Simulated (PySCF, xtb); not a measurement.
Dimer: C2H2 (SMILES C#C) (first 4 atoms) with CH3F (SMILES CF); geometry from B3LYP-D3(BJ)/def2-TZVP, rigid monomers moved along the line of their centres of mass till H3···F6 is 3.10 Å.
(charge 0, multiplicity 1):
```xyz
9

C     -0.13297    -0.10575     0.11219
C      0.35732     0.38158    -0.86584
H     -0.55975    -0.53368     0.98988
H      0.78738     0.81100    -1.73749
C      0.60996    -0.19977     4.51459
F     -0.49662    -0.92427     4.06655
H      1.09298     0.26270     3.65379
H      0.26321     0.56282     5.21170
H      1.29415    -0.88766     5.01098
```

Counterpoise-corrected where a basis set is named; no monomer relaxation. Rows marked so take none.

Rows in 3-21G, 6-31G* carry no dispersion term and start afresh at each structure (6-31G* with six Cartesian d functions).

Programs: PySCF for 3-21G rows, 6-31G* rows; xtb for the GFN methods. Each number belongs to the level named beside it.

Problem. One of these levels gives -1.80 kcal/mol for the interaction energy. Name it.
A) GFN1-xTB
B) B3LYP/3-21G (no counterpoise)
C) BP86/6-31G* (no counterpoise)

Solution. B, B3LYP/3-21G (no counterpoise). The others give -0.46 (GFN1-xTB), -1.36 (BP86/6-31G* (no counterpoise))
